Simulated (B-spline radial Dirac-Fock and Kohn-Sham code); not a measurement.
## Two-hole binding energies of Mn

System: neutral manganese in the configuration 1s2 2s2 2p6 3s2 3p6 3d6 4s1 (an excited configuration).

Input of the calculation (task.json; shells as n, l, electrons):

```json
{"items": [{
  "Z": 25,
  "q": 0,
  "cfg": [[1, 0, 2], [2, 0, 2], [2, 1, 6], [3, 0, 2], [3, 1, 6], [3, 2, 6], [4, 0, 1]],
  "A": 55,
  "rrms": 3.7057,
  "do": ["binding", "quiet", "double"]
}]}
```

Run with: `python xray_run.py task.json out`

Calculated with an atomic code on a B-spline grid, using Dirac-Fock (average of configuration) total-energy differences with a finite nucleus, the Breit interaction including its frequency dependence, and self-energy and vacuum-polarisation corrections. U is the two-hole binding energy less the two single-hole energies, the effective repulsion of the holes after relaxation. Each two-hole energy is an average over J within one jj subconfiguration.

| holes | E(a) (eV) | E(b) (eV) | E(ab) (eV) | U (eV) |
| --- | --- | --- | --- | --- |
| 1s⁻² | 6544.1 | 6544.1 | 13433.5 | 345.4 |
| 1s⁻¹ 2p3/2⁻¹ | 6544.1 | 646.6 | 7273.0 | 82.4 |
| 1s⁻¹ 3p1/2⁻¹ | 6544.1 | 58.60 | ? | ? |
| 1s⁻¹ 3p3/2⁻¹ | 6544.1 | 57.41 | 6622.4 | 20.9 |
| 2s⁻¹ 2p1/2⁻¹ | 777.5 | 656.8 | 1479.1 | 44.8 |
| 2s⁻¹ 2p3/2⁻¹ | 777.5 | 646.6 | 1468.6 | 44.5 |
| 2p1/2⁻² | 656.8 | 656.8 | 1374.0 | 60.5 |
| 2p1/2⁻¹ 2p3/2⁻¹ | 656.8 | 646.6 | 1358.6 | 55.2 |
| 2p3/2⁻² | 646.6 | 646.6 | 1349.6 | 56.4 |
| 2s⁻¹ 3p3/2⁻¹ | 777.5 | 57.41 | 853.6 | 18.6 |
| 2p1/2⁻¹ 3p3/2⁻¹ | 656.8 | 57.41 | 733.3 | 19.1 |
| 2p3/2⁻¹ 3p1/2⁻¹ | 646.6 | 58.60 | 724.4 | 19.3 |
| 3p1/2⁻¹ 3p3/2⁻¹ | 58.60 | 57.41 | 132.1 | 16.1 |
| 3p3/2⁻² | 57.41 | 57.41 | 131.3 | 16.5 |

Question: Give the missing two-hole energy and U.

Answer: E(ab) = 6623.9 eV and U = 21.2 eV.
